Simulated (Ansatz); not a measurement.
`[OH][Ge]([OH])[Cl]` radical. Total charge 0; spin multiplicity 2. The geometry is a stationary point of PBE0-D4/def2-TZVP. It is one conformer, not always the lowest.

```xyz
6

O    -0.395   -1.424   -0.761
Ge   -0.636    0.228   -0.183
O     1.017    0.875   -0.080
Cl   -1.541    0.133    1.787
H     0.477   -1.520   -1.160
H     1.078    1.709    0.396
```

(1) What is the dipole moment at B3LYP/def2-TZVPP? (An estimate is asked.)

(2) And with PBE, r2SCAN, ωB97M-V? (Estimate.)

(3) Give the Mulliken charges with B3LYP, ωB97M-V, PBE in def2-TZVPP. (Best estimate.)

## Answers

(1) Computed: 2.23 D, with components (1.04, 1.67, -1.05) D in this frame, pointing from negative to positive charge.

(2) The calculation gave: PBE 2.15 D, r2SCAN 2.23 D, ωB97M-V 2.27 D.

(3) Ansatz gave: 
```tsv
atom	B3LYP	ωB97M-V	PBE
O1	-0.39	-0.39	-0.35
Ge2	0.69	0.69	0.60
O3	-0.40	-0.39	-0.36
Cl4	-0.29	-0.27	-0.27
H5	0.19	0.18	0.19
H6	0.19	0.18	0.19
```

B3LYP here is the variant with VWN-RPA as its local correlation; programs differ in this.
